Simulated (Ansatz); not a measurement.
Ga₄As₄H₁₄, a cluster cut from wurtzite GaAs (hydrogen-capped). The state is a singlet with charge 0. Geometry PBE-D4/def2-SVP, basis def2-TZVP, Ansatz.

```csv
run,HOMO (eV),LUMO (eV)
A,-7.36,-1.01
B,-6.43,-1.67
C,-6.80,-1.40
D,-6.17,-1.83
E,-6.55,-1.83
F,-7.19,-1.09
```

Single mean-field runs in def2-TZVP are fitted with def2-universal-jkfit.

**Question.** The runs used B97M-V, PBE, PBE0, r2SCAN, r2SCAN0, r2SCANh. Estimate which is which.

**Answer.** A r2SCAN0 (25 % exact exchange); B r2SCAN (0 % exact exchange); C r2SCANh (10 % exact exchange); D PBE (0 % exact exchange); E B97M-V (0 % exact exchange); F PBE0 (25 % exact exchange). Exact exchange lowers occupied and raises empty levels; among semilocal functionals meta-GGAs tend to open the gap a little, and such runs are hard to tell apart. The gap grows from 4.34 eV (PBE) to 6.35 eV (r2SCAN0).
